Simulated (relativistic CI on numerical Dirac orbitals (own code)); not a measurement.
# One change at a time: Hg⁶⁰⁺

Base calculation: Dirac-Coulomb-Breit CI, separate exchange-only KLI orbitals for each configuration, model QED (radiative potential, 1s self-energy scaled to tabulated hydrogen-like ionisation energies), unscaled Slater integrals.

Configuration list (outside the closed core [Ne]): 3s2.3p6.3d2, 3s2.3p5.3d3, 3s.3p6.3d3, 3s2.3p6.3d.4s, 3s2.3p6.3d.4p, 3s2.3p6.3d.4d, 3s2.3p5.3d2.4s, 3s2.3p6.3d.4f, 3s2.3p5.3d2.4p, 3s2.3p5.3d2.4d, 3p6.3d4, 3p5.3d5, 3p5.3d4.4s, 3p6.3d3.4s, 3p5.3d3.4s2. Double excitations out of closed p, d and f shells are left out; levels of such configurations are missing from the list, as are those of other unlisted configurations, and high levels can miss mixing partners. These lack a partner that the ground configuration has and come out too high: 3s2.3p5.3d2.4p, 3s2.3p5.3d2.4d.

The lowest level and the first level of each name with at least 55 % of one term (blank where a level has no safe partner in the second run):

```json
{"Level": "3s2.3p6.3d2 3F_2", "Base (eV)": "0.000", "Shift (eV)": "0.000"}
{"Level": "3s2.3p6.3d2 3P_0", "Base (eV)": "27.110", "Shift (eV)": "-0.004"}
{"Level": "3s2.3p6.3d2 3F_3", "Base (eV)": "105.329", "Shift (eV)": "+0.014"}
{"Level": "3s2.3p6.3d2 1G_4", "Base (eV)": "120.923", "Shift (eV)": "+0.013"}
{"Level": "3s2.3p6.3d2 3P_1", "Base (eV)": "122.904", "Shift (eV)": "+0.010"}
{"Level": "3s2.3p6.3d2 3F_4", "Base (eV)": "219.769", "Shift (eV)": "+0.026"}
{"Level": "3s2.3p6.3d2 1S_0", "Base (eV)": "257.398", "Shift (eV)": "+0.020"}
{"Level": "3s2.3p5.3d3 3I°_7", "Base (eV)": "522.897", "Shift (eV)": "-0.157"}
{"Level": "3s2.3p5.3d3 3P°_1", "Base (eV)": "524.646", "Shift (eV)": "-0.156"}
```

At this charge energies of transitions that change n are usually good to better than 1 %, and those within a shell (Δn = 0) to a few per cent.

(1) One thing was changed in a second run, which moved the levels as shown. Which?
A. one mean potential for all configurations
B. only the first 3 configurations
C. QED terms removed
D. Breit term removed
E. configuration mixing switched off

## Answers

(1) A. One mean potential for all configurations. One potential for all configurations removes the relaxation of the orbitals, which moves whole configurations and changes the integrals a little.

LS names give the leading component of a level, which can be under half, so a name can repeat, a term be missing and a line seem to break the LS rules.
